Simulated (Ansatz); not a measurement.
Isolated molecules relaxed with PBE0-D4/def2-TZVP in Ansatz; ΔE leaves out vibrations. CBS: MP2 limit from def2 TZ/QZ plus the TZ coupled-cluster correction, frozen cores. For Se outer-core shells are correlated without core-valence functions, which leaves a few kJ/mol of doubt a bond. Scalar relativity is left out up to krypton. One conformer a species, not always the lowest.

Reaction (cleavage of the B–Si bond): `B[SiH2]C(O)F` + `F[SiH2][SeH]` → `B[Se][SiH2]F` + `OC(F)[SiH3]`

CCSD(T)/CBS gives -25.6 kcal/mol.

Q: Another level gave -24.6 kcal/mol. Which?
A. CCSD/def2-TZVPP
B. HF/def2-TZVPP
C. MP2/def2-TZVPP
D. SCS-MP2/def2-TZVPP

A: A. CCSD/def2-TZVPP -24.6, SCS-MP2/def2-TZVPP -26.4, HF/def2-TZVPP -23.4, MP2/def2-TZVPP -27.6 kcal/mol.

Largest T1 diagnostic among the species: 0.013.

In def2-TZVPP, CCSD(T) changes the Hartree–Fock value by −2.0 kcal/mol (the triples alone add −0.8 kcal/mol) and MP2 by −4.2 kcal/mol.
